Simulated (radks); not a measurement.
Values are calculated unless marked as measured or tabulated.
How relativity changes the ionisation of the molybdenum ion Mo+ ([Kr] 4d5) to Mo2+ ([Kr] 4d4). Spin-unpolarised spherical Kohn-Sham, LDA (Slater exchange, Perdew-Wang correlation), point nucleus unless stated (finite: rms radius 4.4091 fm), a radial shooting solver on a logarithmic mesh with Libxc functionals. A level marked "c x" has the speed of light scaled by that factor and shares open shells by 2j + 1; other Dirac levels either fill j = l - 1/2 first or share by 2j + 1.

level                               E(Mo+) (hartree)  E(Mo2+) (hartree)  IE (eV)   HOMO  <r> HOMO (bohr)
non-rel.                                 -3972.74661        -3972.16165   15.918     4d            1.872
scalar-rel.                              -4044.15554        -4043.57853   15.701     4d            1.895
scalar-rel., finite nucleus              -4044.09874        -4043.52173   15.701     4d            1.895
Dirac, 2j+1 shares                       -4044.73718        -4044.16020   15.700  4d5/2            1.904
Dirac, low j first                       -4044.75308        -4044.18243   15.528  4d5/2            1.909
Dirac, 2j+1 shares, finite nucleus       -4044.68027        -4044.10329   15.700  4d5/2            1.904
Dirac, c x 1.25                          -4018.04121        -4017.46141   15.777  4d5/2            1.892
Dirac, c x 1.5                           -4003.91711        -4003.33575   15.820  4d5/2            1.886
Dirac, c x 3                             -3980.42196        -3979.83791   15.893  4d5/2            1.875

NIST Atomic Spectra Database: 16.2 eV (semi-empirical). The relativistic part of the total energy of Mo+ is -71.93 hartree (Dirac, 2j+1 shares, finite nucleus), 1.8 % of the non-relativistic value. Spin polarisation and multiplet splitting of open shells are left out at every level.

Beside tabulated values, note that relativity, absent from the non-relativistic runs, is large for the heavy elements, and spin-unpolarised runs miss the spin-polarisation part of the exchange energy of open shells.
